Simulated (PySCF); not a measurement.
Compound: H7NOSi2.
Structure used (PBE0-D3(BJ)/def2-SVP), in Å, numbered top down from 1:
```xyz
11
H7NOSi2 angstrom
N     -1.9132    0.3523   -0.4182
Si    -0.9368   -0.6327    0.5931
O      0.6710   -0.1918    0.6647
Si     1.9079    0.2681   -0.3349
H     -2.1576    1.3041   -0.1721
H     -1.9629    0.1989   -1.4182
H     -1.4378   -0.5383    1.9889
H     -1.0166   -2.0173    0.0464
H      1.8426   -0.4680   -1.6374
H      3.2049   -0.0359    0.3329
H      1.8380    1.7337   -0.6202
```

The closed-shell ground state was solved at several levels (PySCF, density fitting, gas phase, non-relativistic).

```
            level  basis functions  total energy (Eh)  HOMO (eV)  LUMO (eV)  gap (eV)  dipole (D)
wB97X-D/def2-SVPD              147          -712.9515      -9.79       1.77     11.56        1.55
    PBE0/pcSseg-2              256          -712.9776      -7.85       0.02      7.87        1.61
```

**Question.** What might PBE0/pcSseg-1 (117 basis functions) give for the same quantities?

**Answer.** Total energy -712.8403 Eh, HOMO -7.75 eV, LUMO 0.47 eV, gap 8.22 eV, dipole 1.75 D.

**Question.** Over all these levels, which gives the widest orbital gap and which the narrowest?

**Answer.** wB97X-D/def2-SVPD (range-separated hybrid) has the widest, 11.56 eV, and PBE0/pcSseg-2 (global hybrid, 25 % exact exchange) the narrowest, 7.87 eV. Functional and basis both differ between the two, so the spread mixes both effects.

**Question.** How far do the dipole and the HOMO energy spread over the levels?

**Answer.** The dipole runs from 1.55 to 1.75 D (mean 1.64 D) and the HOMO from -9.79 to -7.75 eV.

One conformer stands for the species.

wB97X-D is run here without its empirical dispersion term; that term would change no orbital, density or response property at a fixed geometry.
